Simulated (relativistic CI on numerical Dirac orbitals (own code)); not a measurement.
Method of calculation: Dirac-Coulomb-Breit CI, orbitals from a KLI potential per configuration, model QED (radiative potential, 1s self-energy scaled to tabulated hydrogen-like ionisation energies), valence Slater integrals scaled by 0.9, P86 correlation estimate, and configurations built on the next ion tied to the tabulated ionisation energy (semi-empirical) (own radial code, finite nucleus).

CI space (outside the closed core [Ne]): 3s2 3p6 3d10, 3s2 3p6 3d9 4s, 3s2 3p6 3d9 4p, 3s2 3p6 3d9 4d, 3s2 3p6 3d9 5s, 3s2 3p6 3d9 4f, 3s2 3p6 3d8 4s2, 3s2 3p6 3d8 4s 4p, 3s2 3p6 3d8 4p2, 3s2 3p6 3d9 5p, 3s2 3p6 3d8 4s 4d, 3s2 3p6 3d9 5d, 3s2 3p6 3d8 4p 4d, 3s2 3p6 3d9 5f, 3s2 3p6 3d9 5g, 3s2 3p6 3d8 4d2, 3s2 3p5 3d10 4s, 3s2 3p5 3d9 4s2, 3s2 3p5 3d10 4p, 3s2 3p5 3d9 4s 4p, 3s2 3p5 3d9 4p2, 3s2 3p5 3d10 4d, 3s2 3p5 3d10 5s, 3s 3p6 3d10 4s. Levels of other configurations are missing.

Configurations that consist of the next ion and one excited electron were tied to the tabulated ionisation energy; Rydberg ones are usually within 1,000 to 3,000 cm⁻¹ and the lowest ones within about 6,000 (9,000 in d shells), while levels on excited terms of the next ion carry the error of that term, and the other configurations can be misplaced by 10,000 cm⁻¹ or more. Rates follow the energies as ν³ (E1, M1) or ν⁵ (E2), so rates, branching and lifetimes can be off by large factors.

Outline of the computed level scheme of Br VIII. Lowest level of each configuration: 3s2 3p6 3d10 1S_0 at 0.000 eV; 3s2 3p6 3d9 4s 3D_3 at 70.168 eV; 3s2 3p6 3d9 4p 3P°_2 at 86.662 eV; 3s2 3p6 3d9 4d 3S_1 at 113.090 eV; 3s2 3p6 3d9 5s 3D_3 at 128.812 eV; 3s2 3p6 3d9 5p 3P°_2 at 135.378 eV; 3s2 3p6 3d9 4f 3P°_0 at 136.245 eV.

Some strong electric-dipole decays among the lowest 45 levels: 3s2 3p6 3d9 4p 1P°_1 → 3s2 3p6 3d10 1S_0 (5.9e+10 s⁻¹); 3s2 3p6 3d9 4d 3G_5 → 3s2 3p6 3d9 4p 3F°_4 (1.8e+10 s⁻¹); 3s2 3p6 3d9 4d 3G_4 → 3s2 3p6 3d9 4p 3F°_3 (1.7e+10 s⁻¹); 3s2 3p6 3d9 4d 3F_4 → 3s2 3p6 3d9 4p 3D°_3 (1.7e+10 s⁻¹); 3s2 3p6 3d9 4p 3D°_1 → 3s2 3p6 3d10 1S_0 (1.5e+10 s⁻¹); 3s2 3p6 3d9 4d 3F_4 → 3s2 3p6 3d9 4p 3D°_3 (1.3e+10 s⁻¹); 3s2 3p6 3d9 4d 3P_2 → 3s2 3p6 3d9 4p 3P°_2 (1.3e+10 s⁻¹); 3s2 3p6 3d9 4d 3S_1 → 3s2 3p6 3d9 4p 3P°_2 (1.3e+10 s⁻¹).

LS names give the leading component of a level, which can be under half, so a name can repeat, a term be missing and a line seem to break the LS rules.
